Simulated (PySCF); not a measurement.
PySCF 2.14 output of an unrestricted PBE0 calculation on a single atom or ion in aug-cc-pVQZ-DK3, with the spin-free X2C one-electron Hamiltonian (Gaussian nucleus):

```
SCF conv_tol = 1e-09
number electrons alpha = 27  beta = 23
    C. Adamo and V. Barone.,  J. Chem. Phys. 110, 6158 (1999)
    M. Ernzerhof and G. E. Scuseria.,  J. Chem. Phys. 110, 5029 (1999)
cycle= 1 E= -6791.82344052009  delta_E= -0.00503  |g|= 0.0146  |ddm|= 1.22
cycle= 2 E= -6791.82346202309  delta_E= -2.15e-05  |g|= 0.00416  |ddm|= 0.172
cycle= 3 E= -6791.82346446882  delta_E= -2.45e-06  |g|= 0.00128  |ddm|= 0.0253
cycle= 4 E= -6791.82346474921  delta_E= -2.8e-07  |g|= 3.63e-05  |ddm|= 0.0116
cycle= 5 E= -6791.8234647496  delta_E= -3.82e-10  |g|= 4.64e-07  |ddm|= 0.000472
converged SCF energy = -6791.8234647496  <S^2> = 6.0015191  2S+1 = 5.0006076
```

The run itself started from symmetry-adapted Hartree-Fock orbitals and held the occupation by maximum overlap, on a logarithmic radial grid, so the iterations belong to that start.

Which element, charge and spin multiplicity is this?

Te²⁺ (tellurium, charge +2), multiplicity 5; the state was [Kr] 4d10 5s1 5p3, high-spin 5S determinant (an excited configuration).
